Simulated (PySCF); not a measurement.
Molecule: SMILES C[Si](Cl)(Cl)[Si](Cl)(Cl)Cl, CH₃Cl₅Si₂.

Numbering as in the mapped SMILES `[CH3:1][Si:2]([Cl:3])([Cl:4])[Si:5]([Cl:6])([Cl:7])[Cl:8]` (H(Xn): hydrogen on atom n).

Geometry PBE0-D3(BJ)/def2-SVP throughout; GIAO in PySCF 2.14.0 with density-fitted response routines, gas phase, one conformer, non-relativistic; equivalent atoms averaged; functional PBE0.

Q: How do the absolute shieldings σ depend on the basis set? (ppm; last column core-seconds on shared hosts with different chips, so compare them loosely)

A: 
```csv
basis set,functions,C1,Si5,Si2,Cl6/Cl7/Cl8,Cl3/Cl4,H(C1),core-s
STO-3G,71,231.2,491.4,492.0,1095.5,1130.7,31.41,6.7
pcSseg-0,106,185.2,262.0,275.4,823.2,911.8,31.67,12
6-31G,106,193.5,339.7,356.3,832.9,913.3,31.85,14
6-31G*,146,188.6,356.3,360.6,829.1,899.7,31.42,22
cc-pVDZ,155,190.2,378.8,377.9,836.6,906.4,30.48,24
def2-SVP,155,187.7,363.7,364.7,841.1,911.1,30.55,21
pcSseg-1,200,177.9,321.9,316.7,802.6,874.7,30.42,25
aug-cc-pVDZ,239,189.2,395.7,388.4,829.7,897.8,30.42,46
"6-311+G(2d,p)",290,179.5,323.2,317.0,794.0,862.5,30.61,62
def2-TZVP,308,180.2,315.6,307.9,794.6,864.1,30.61,68
cc-pVTZ,310,180.8,344.9,337.8,817.1,882.9,30.37,74
```

Q: Which nucleus moves most, in ppm?

A: Cl6/Cl7/Cl8 (chlorine bonded to Si): from 794.0 ppm with 6-311+G(2d,p) to 1095.5 ppm with STO-3G. The smallest spread is 1.47 ppm, at H(C1). Proton shifts span only some 12 ppm, so a few tenths of a ppm matter as much there as several ppm in carbon.

Q: Taking the largest basis, cc-pVTZ (310 functions), as the yardstick, rank the others by their worst heavy-atom deviation.

A: 6-31G* 22.8 ppm (146 functions), 6-311+G(2d,p) 23.1 ppm (290 functions), pcSseg-1 23.1 ppm (200 functions), def2-SVP 28.3 ppm (155 functions), def2-TZVP 29.9 ppm (308 functions), 6-31G 30.4 ppm (106 functions), cc-pVDZ 40.1 ppm (155 functions), aug-cc-pVDZ 50.7 ppm (239 functions), pcSseg-0 82.9 ppm (106 functions), STO-3G 278.4 ppm (71 functions).

A small basis that lands close on one nucleus may do so by chance; judge by the trend and by all nuclei.
